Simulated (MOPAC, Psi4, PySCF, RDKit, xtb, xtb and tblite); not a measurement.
Two geometries of SMILES [SiH2](B(O)O)[SiH2]C(C)(C)C (C4H15BO2Si2), relaxed at GFN2-xTB with one dihedral held; other torsions can differ between them too.

Structure A

```
24

C      5.5641    -1.4316     1.4972
C      4.6900    -1.2825     2.7419
C      4.1634     0.1507     2.8142
C      5.5465    -1.5545     3.9779
Si     3.2083    -2.5162     2.6539
Si     1.9216    -2.2396     0.7360
B      2.4846    -0.8296    -0.5164
O      2.1648     0.4585    -0.2361
O      3.2003    -1.1765    -1.6134
H      5.9681    -2.4400     1.4298
H      6.4024    -0.7338     1.5283
H      4.9943    -1.2343     0.5899
H      3.5636     0.2927     3.7111
H      4.9886     0.8639     2.8447
H      3.5427     0.3871     1.9518
H      4.9554    -1.4523     4.8850
H      6.3795    -0.8527     4.0331
H      5.9529    -2.5629     3.9503
H      3.8025    -3.8595     2.7788
H      2.4630    -2.3326     3.9116
H      1.8491    -3.5568     0.0771
H      0.5339    -2.0335     1.1951
H      2.4438     1.1422    -0.8510
H      3.4765    -0.4831    -2.2188
```

Structure B

```
24

C      1.2197    -0.7759     1.6725
C      1.8436    -2.1554     1.4619
C      0.8397    -3.0491     0.7361
C      2.1548    -2.7715     2.8253
Si     3.4499    -1.9812     0.4101
Si     3.0596    -0.8923    -1.6088
B      3.5673     1.0031    -1.5926
O      2.6398     1.9296    -1.2479
O      4.8516     1.3296    -1.8776
H      1.9043    -0.1214     2.2094
H      0.3014    -0.8536     2.2559
H      0.9772    -0.3079     0.7197
H      1.2520    -4.0442     0.5830
H     -0.0771    -3.1485     1.3183
H      0.5819    -2.6344    -0.2359
H      2.5946    -3.7594     2.7093
H      1.2460    -2.8709     3.4197
H      2.8564    -2.1515     3.3790
H      4.4221    -1.2887     1.2827
H      3.9989    -3.3411     0.2731
H      3.7765    -1.6527    -2.6496
H      1.6453    -1.0842    -1.9941
H      2.9073     2.8520    -1.2153
H      5.1048     2.2559    -1.8415
```

Problem. Which is lower in energy at the level Psi4 with B3LYP-D3(BJ)/def2-SVP // GFN2-xTB, and by how much?

Solution. A is lower, by 0.66 kcal/mol (dihedral C2–Si5–Si6–B7: 0° in A, 100° in B).

E(B) − E(A) in kcal/mol at the other levels, on the same two geometries: GFN2-xTB (xtb and tblite) 0.63; B3LYP/def2-SVP // GFN2-xTB (Psi4) -0.21; PBE/def2-SVP // GFN2-xTB (Psi4) 0.00; PBE-D3(BJ)/def2-SVP // GFN2-xTB (Psi4) 0.56; UFF // GFN2-xTB (RDKit) -1.20; PM3, restricted, heats of formation // GFN2-xTB (MOPAC) -1.29; AM1, restricted, heats of formation // GFN2-xTB (MOPAC) -0.49; GFN1-xTB // GFN2-xTB (xtb) 0.42; restricted B3LYP/6-31G*, spherical d, density fitting // GFN2-xTB (PySCF) -0.21; restricted Hartree-Fock/STO-3G // GFN2-xTB (PySCF) -0.27.
